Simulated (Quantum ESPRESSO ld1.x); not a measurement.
All-electron atom: He in 1s1 2s1 (not the ground configuration). Calculated with ld1.x of Quantum ESPRESSO 7.5: scalar-relativistic Kohn-Sham, relativistic LDA (MacDonald-Vosko exchange, VWN5 correlation), spin-unpolarised, spherical densities, point nucleus.

Unscreened Slater integrals over Kohn-Sham orbitals (cm^-1).

| integral | value |
|---|---|
| F0(2s,2s) | 43888 |
| F0(2s,1s) | 61275 |
| G0(2s,1s) | 4116.7 |
| F0(1s,1s) | 257260 |
